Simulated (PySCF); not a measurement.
**From a computed spectrum to the compound**

A species of 8 atoms with charge 0 has these harmonic modes (PBE0, small Gaussian bases with core potentials, PySCF 2.14.0):

| cm⁻¹ | km/mol | symmetry |
| --- | --- | --- |
| 114 | 0.0 | a2 |
| 239 | 14.2 | a1 |
| 296 | 0.0 | e |
| 296 | 0.0 | e |
| 518 | 9.3 | e |
| 518 | 9.3 | e |
| 543 | 176.4 | e |
| 543 | 176.4 | e |
| 655 | 139.2 | a1 |
| 1106 | 116.0 | a1 |
| 1632 | 14.9 | e |
| 1632 | 14.9 | e |
| 1751 | 430.0 | e |
| 1751 | 430.0 | e |
| 1771 | 9.4 | a1 |
| 3518 | 15.2 | a1 |
| 3655 | 34.9 | e |
| 3655 | 34.9 | e |

Which species is it, and in which structure?

TlH3(NH3) (singlet):
```xyz
8

Tl    0.1132   -0.1132    0.1132
H     0.9019    1.2376    0.9019
H    -1.2376   -0.9019    0.9019
H     0.9019   -0.9019   -1.2376
N    -1.3580    1.3580   -1.3580
H    -1.9593    1.9593   -0.7970
H    -0.7970    1.9593   -1.9593
H    -1.9593    0.7970   -1.9593
```
Ideal gas at 298.15 K and 1 bar: S = 310.2 J/(mol K), Cp = 88.4 J/(mol K), H − H(0 K) = 17.9 kJ/mol (rigid rotor, harmonic modes, spin degeneracy alone). 
 This is one of several that fit.
